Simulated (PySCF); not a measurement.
C8H7O (charge +1).
Atom-mapped SMILES: `[CH:1]#[C:2][C:3]1=[CH:4][CH+:5][CH2:6][CH:7]=[CH:8][O:9]1` (hydrogens: H10 on C1; H11 on C4; H12 on C5; H13, H14 on C6; H15 on C7; H16 on C8)

Computed with BHandHLYP/6-31G* geometry optimisation, gas phase in PySCF 2.14.0.

(1) Give the optimised bond lengths and angles.

Answers

(1) 
```json
{"bond": "C1≡C2", "length (Å)": "1.199"}
{"bond": "C2–C3", "length (Å)": "1.405"}
{"bond": "C3=C4", "length (Å)": "1.420"}
{"bond": "C4–C5", "length (Å)": "1.350"}
{"bond": "C5–C6", "length (Å)": "1.494"}
{"bond": "C6–C7", "length (Å)": "1.503"}
{"bond": "C7=C8", "length (Å)": "1.319"}
{"bond": "C8–O9", "length (Å)": "1.387"}
{"bond": "C3–O9", "length (Å)": "1.290"}
{"bond": "C1–H10", "length (Å)": "1.064"}
{"bond": "C4–H11", "length (Å)": "1.077"}
{"bond": "C5–H12", "length (Å)": "1.080"}
{"bond": "C6–H13, C6–H14", "length (Å)": "1.086"}
{"bond": "C7–H15", "length (Å)": "1.077"}
{"bond": "C8–H16", "length (Å)": "1.073"}
```

Bonds in one row agree within 0.01 Å and their mean is given. A selection of angles:
```json
{"angle": "C2–C1–H10", "degrees": "179.5"}
{"angle": "C1–C2–C3", "degrees": "178.4"}
{"angle": "C2–C3–C4", "degrees": "119.8"}
{"angle": "C2–C3–O9", "degrees": "114.2"}
{"angle": "C4–C3–O9", "degrees": "125.9"}
{"angle": "C3–C4–C5", "degrees": "125.3"}
{"angle": "C3–C4–H11", "degrees": "115.0"}
{"angle": "C5–C4–H11", "degrees": "119.7"}
{"angle": "C4–C5–C6", "degrees": "124.9"}
{"angle": "C4–C5–H12", "degrees": "117.1"}
{"angle": "C6–C5–H12", "degrees": "118.0"}
{"angle": "C5–C6–C7", "degrees": "108.6"}
{"angle": "C5–C6–H13", "degrees": "110.4"}
{"angle": "C7–C6–H13", "degrees": "110.5"}
{"angle": "C7–C6–H14", "degrees": "110.6"}
{"angle": "H13–C6–H14", "degrees": "107.0"}
{"angle": "C6–C7–C8", "degrees": "124.2"}
{"angle": "C6–C7–H15", "degrees": "119.0"}
{"angle": "C8–C7–H15", "degrees": "116.8"}
{"angle": "C7–C8–O9", "degrees": "124.9"}
{"angle": "C7–C8–H16", "degrees": "125.8"}
{"angle": "O9–C8–H16", "degrees": "109.2"}
{"angle": "C3–O9–C8", "degrees": "127.4"}
```

Torsions: C2–C3–C4–C5 157° (antiperiplanar); C3–C4–C5–C6 -6° (synperiplanar); C4–C5–C6–C7 57° (synclinal); C5–C6–C7–C8 -58° (synclinal); C6–C7–C8–O9 2° (synperiplanar); C7–C8–O9–C3 41° (synclinal); C2–C3–O9–C8 166° (antiperiplanar). The mirror-image conformer, all signs reversed, is as good.

The 2 C–O bonds span 1.290 Å (C3–O9, drawn single in a drawing that doesn't fit all lengths) to 1.387 Å (C8–O9, drawn single in a drawing that doesn't fit all lengths), a spread of 0.097 Å. C5 (carbon bonded to 2 C and H) is planar (angles 124.9°, 118.0° and 117.1°, sum 359.9°, 0.02 Å off the plane of its three neighbours). C3 (carbon bonded to 2 C and O) is planar (angles 125.9°, 119.8° and 114.2°, sum 360.0°, 0.02 Å off the plane of its three neighbours). The 7-membered ring C3–C4–C5–C6–C7–C8–O9 has internal angles of 108.6° to 127.4° (sum 861°, against 900° for a flat polygon); it is puckered, 0.27 Å rms from its mean plane, widest ring torsion 58°. C4 (carbon bonded to 2 C and H) is planar (angles 125.3°, 119.7° and 115.0°, sum 359.9°, 0.02 Å off the plane of its three neighbours). C8 (vinylic carbon bearing oxygen) is planar (angles 125.8°, 124.9° and 109.2°, sum 359.9°, 0.02 Å off the plane of its three neighbours). The 7 C–C bonds span 1.199 Å (C1≡C2, drawn triple in a drawing that doesn't fit all lengths) to 1.503 Å (C6–C7, drawn single in a drawing that doesn't fit all lengths), a spread of 0.304 Å.

Point group: C1 (no symmetry element, even within 0.4 Å). Whether it is a minimum is left open (no frequencies). Isolated species at its BHandHLYP/6-31G* geometry (one conformer only).
